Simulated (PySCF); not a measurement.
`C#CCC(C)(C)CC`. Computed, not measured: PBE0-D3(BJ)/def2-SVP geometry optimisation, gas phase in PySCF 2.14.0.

```
atom  x, y, z in Å
C1    -1.8604    2.5952    0.4493
C2    -1.4144    1.6267   -0.1265
C3    -0.8691    0.4645   -0.8144
C4    -0.1907   -0.5760    0.1085
C5    -1.2363   -1.1731    1.0514
C6     0.3812   -1.6843   -0.7768
C7     0.9145    0.0779    0.9573
C8     2.0177    0.7987    0.1976
H9    -2.2575    3.4558    0.9542
H10   -1.6803   -0.0341   -1.3728
H11   -0.1477    0.8097   -1.5743
H12   -2.0401   -1.6740    0.4887
H13   -0.7763   -1.9189    1.7184
H14   -1.6949   -0.3923    1.6772
H15    0.8823   -2.4512   -0.1659
H16    1.1142   -1.2966   -1.5006
H17   -0.4184   -2.1806   -1.3491
H18    0.4350    0.7895    1.6502
H19    1.3574   -0.7111    1.5896
H20    2.7686    1.1969    0.8965
H21    1.6272    1.6547   -0.3741
H22    2.5464    0.1350   -0.5037
```

Task: Which two atoms are farthest apart?

Result: H9···H15, 6.78 Å; the next longest distance is 6.36 Å.

Task: Work out the bond lengths C3–C4, C3–H10, C7–H18, C8–H20, C8–H22 in Å.

Result: For C3–C4 the difference vector is (0.6784, -1.0405, 0.9229) Å, of length 1.5475 Å. C3–C4 1.547; C3–H10 1.104; C7–H18 1.103; C8–H20 1.100; C8–H22 1.101 Å.

Task: How far apart are these pairs, which share no bond: C3···H9, C3···H17, C3···H21, H9···H19, H13···H14?

Result: C3···H9 3.742 Å (3 bonds apart); C3···H17 2.736 Å (3 bonds apart); C3···H21 2.800 Å (4 bonds apart); H9···H19 5.553 Å (6 bonds apart); H13···H14 1.782 Å (2 bonds apart).

Task: Where is the centre of mass (commonest isotopes), and what is the radius of gyration?

Result: Mass 110.110 u; centre at (-0.230, 0.208, 0.134) Å; Rg = √(Σ m r²/M) = 2.039 Å. As Ia + Ib + Ic = 2 Σ m r², the three principal moments sum to 915.5 u·Å².

Task: What are the angles C1–C2–C3, C5–C4–C7, H13–C5–H14, C7–C8–H20, H20–C8–H21?

Result: From the scalar product of the two bond vectors; for C1–C2–C3 it is -1.7649 Å² over 1.2118 × 1.4565 Å², cos θ = -0.999975. C1–C2–C3 179.6°; C5–C4–C7 108.5°; H13–C5–H14 108.1°; C7–C8–H20 110.4°; H20–C8–H21 106.9°.

Task: What is the repulsion energy of the bare nuclei, Σ ZA·ZB/RAB?

Result: 377.54 Eh over 231 pairs, with full nuclear charges and distances in bohr; the largest single term is 15.72 Eh (C1 with C2).

Task: Give the dihedral angles C5–C4–C7–C8, C6–C4–C5–H12, C2–C3–C4–C6, C6–C4–C7–C8, C6–C4–C5–H13, C7–C4–C5–H14.

Result: C5–C4–C7–C8 -177° (antiperiplanar); C6–C4–C5–H12 -58° (synclinal); C2–C3–C4–C6 -177° (antiperiplanar); C6–C4–C7–C8 63° (synclinal); C6–C4–C5–H13 62° (synclinal); C7–C4–C5–H14 61° (synclinal). Dihedral signs follow IUPAC: positive where, seen along the central bond, the front bond turns clockwise onto the rear one.

Task: Write the matrix of distances between heavy atoms (Å, lower triangle).

Result: 
```
C1    0.000
C2    1.212  0.000
C3    2.668  1.456  0.000
C4    3.600  2.531  1.547  0.000
C5    3.867  3.043  2.510  1.529  0.000
C6    4.984  3.822  2.486  1.529  2.494  0.000
C7    3.781  3.000  2.544  1.539  2.490  2.529  0.000
C8    4.281  3.545  3.077  2.603  3.899  3.129  1.521  0.000
```

PBE0-D3(BJ)/def2-SVP frequencies: not computed here. One conformer, not necessarily the lowest.

Rough CPU time on one thread of a shared machine: about 4 min. This is the geometry optimisation.
